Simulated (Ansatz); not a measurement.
ILi (`[Li][I]`), 2 atoms. Charge 0, multiplicity 1. Correlated methods include outer-core shells of I, Li, which these sets cover unevenly. I: def2 effective core potential. Hardware: A = 2 threads of an AMD EPYC 7R13 on a shared host; B = 2 threads of an AMD EPYC 7R13 on a shared host and a share of an NVIDIA H100 80 GB. Correlated methods freeze the cores. Open-shell runs search over several starts.

Question: How many basis functions does each run have, and how long does it take in Ansatz? UHF-CCSD(T)/def2-TZVPP energy of the cation [A]; direct RPA on PBE orbitals/def2-TZVPP energy [A]; UKS PBE-D4/def2-TZVPP energy of the cation [A]; RKS B2PLYP (frozen core)/def2-TZVPP energy [A]; UKS B3LYP-D4/def2-TZVPP energy of the cation [A]; RKS PBE0-D4/def2-TZVP relaxation (3 steps) [A]; RKS ωB97M-V/def2-SVP energy [A]; UKS ωB97X-V/def2-TZVPP energy of the cation [A]; RKS B3LYP-D4/def2-TZVPP energy and forces [A]; RKS LC-ωPBE/def2-TZVPP energy [A]; UHF-CCSD(T)/def2-QZVPP energy of the cation [B]; RKS BHLYP-D4/def2-TZVPP energy [A]. (Best estimate.)

Answer: Computed: Other jobs shared the machine, so times are rough.

| level | job | functions | wall time | peak host memory (GiB) |
| --- | --- | --- | --- | --- |
| RKS BHLYP-D4/def2-TZVPP | energy [A] | 69 | 0.55 s | 0.14 |
| RKS LC-ωPBE/def2-TZVPP | energy [A] | 69 | 0.61 s | 0.13 |
| RKS B3LYP-D4/def2-TZVPP | energy and forces [A] | 69 | 0.71 s | 0.14 |
| RKS B2PLYP (frozen core)/def2-TZVPP | energy [A] | 69 | 0.96 s | 0.14 |
| direct RPA on PBE orbitals/def2-TZVPP | energy [A] | 69 | 1 s | 0.16 |
| RKS ωB97M-V/def2-SVP | energy [A] | 35 | 1.3 s | 0.16 |
| UKS B3LYP-D4/def2-TZVPP | energy of the cation [A] | 69 | 1.4 s | 0.16 |
| UKS PBE-D4/def2-TZVPP | energy of the cation [A] | 69 | 2 s | 0.15 |
| RKS PBE0-D4/def2-TZVP | relaxation (3 steps) [A] | 64 | 2.4 s | 0.15 |
| UHF-CCSD(T)/def2-TZVPP | energy of the cation [A] | 69 | 3.8 s | 0.31 |
| UKS ωB97X-V/def2-TZVPP | energy of the cation [A] | 69 | 5.5 s | 0.27 |
| UHF-CCSD(T)/def2-QZVPP | energy of the cation [B] | 117 | 8.5 s | 0.8 |

B3LYP here is the variant with VWN-RPA as its local correlation; programs differ in this. LC-ωPBE has ω = 0.4 bohr⁻¹.
